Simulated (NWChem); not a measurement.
**Basis-set convergence for H4GaP**

```xyz
6

Ga     0.1787     0.7478     0.0000
H      0.3989     1.4889    -1.3710
H      0.3989     1.4889     1.3710
P     -0.2601    -1.5430     0.0000
H     -1.2187    -1.5082    -1.0576
H     -1.2187    -1.5082     1.0576
```
Charge 0, spin multiplicity 1.

Everything below was run with NWChem. The geometry was optimised at B3LYP/def2-SVP, a minimum by its harmonic frequencies. It is one conformer; others weren't searched.

Quantity: LUMO energy at the level PBE.

The Hamiltonian is non-relativistic. The structure started from a generated list of species.

Costs are rough ratios of processor time within this set of runs, SCF included, with 3-21G as 1.

```
basis        functions  LUMO energy (eV)  relative cost
-----------  ---------  ----------------  -------------
3-21G               43               [?]              1
cc-pVDZ             65               [?]              5
def2-SVP            70               [?]        under 3
aug-pcseg-1         99             -2.56        under 3
aug-cc-pVDZ         99             -2.55              8
def2-TZVP          109             -2.52              5
pcseg-2            133             -2.55              6
def2-TZVPP         146             -2.53              5
aug-cc-pVTZ        201             -2.56             90
```

### Question
Some entries are withheld; supply them.

### Answer

- 3-21G, LUMO energy (eV): -2.43
- cc-pVDZ, LUMO energy (eV): -2.45
- def2-SVP, LUMO energy (eV): -2.47
